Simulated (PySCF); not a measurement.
Vertical excitations of a molecule C4H5Cl from TDA-PBE/def2-SVPD in PySCF, as energy in eV (oscillator strength): 5.22 (0.094), 5.32 (0.000), 5.69 (0.000), 6.01 (0.560), 6.48 (0.000), 6.77 (0.001), 6.86 (0.090), 6.94 (0.022), 7.01 (0.004), 7.11 (0.005). Lowest triplet (TDA): 3.09 eV. Coordinates come from a B3LYP-D3(BJ)/def2-SVP optimisation. The values are those of a single conformer.

Question: Identify the compound among the candidates.
A) C=C=CCCl
B) C=C=C(C)Cl
C) C=CC(=C)Cl
D) C#CCCCl

Answer: C, C=CC(=C)Cl
